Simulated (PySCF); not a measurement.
C₃H₃N₂, SMILES [c]1cn[nH]c1, multiplicity 2.

Coordinates come from a B3LYP-D3(BJ)/def2-SVP optimisation. The isomer is the one that the SMILES or the coordinates give; other isomers of the formula were not compared.

The numbers are results of B3LYP-D3(BJ)/def2-SVP (PySCF), not measurements.

Frequencies are harmonic and unscaled.

```csv
mode,ν (cm⁻¹),IR (km/mol),moving atoms (share of kinetic energy)
1,562,34.5,"H 59 %, N 34 %"
2,573,31.5,"C 67 %, H 22 %, N 11 %"
3,696,38.7,"N 44 %, H 35 %, C 20 %"
4,784,17.2,"H 72 %, C 27 %"
5,860,15.0,"H 78 %, C 22 %"
6,900,21.7,"C 62 %, N 29 %, H 9 %"
7,925,14.7,"C 48 %, N 44 %"
8,1041,44.0,"H 64 %, N 27 %, C 10 %"
9,1133,12.8,"H 57 %, C 31 %, N 12 %"
10,1194,0.5,"N 47 %, C 34 %, H 19 %"
11,1258,8.6,"H 56 %, C 31 %, N 13 %"
12,1365,0.6,"N 46 %, C 39 %, H 14 %"
13,1400,7.0,"C 75 %, H 15 %, N 10 %"
14,1456,5.2,"C 37 %, N 33 %, H 30 %"
15,1534,5.6,"C 55 %, H 29 %, N 16 %"
16,3255,0.8,"H 91 %, C 9 %"
17,3268,0.7,"H 91 %, C 9 %"
18,3638,81.5,H 93 %
```
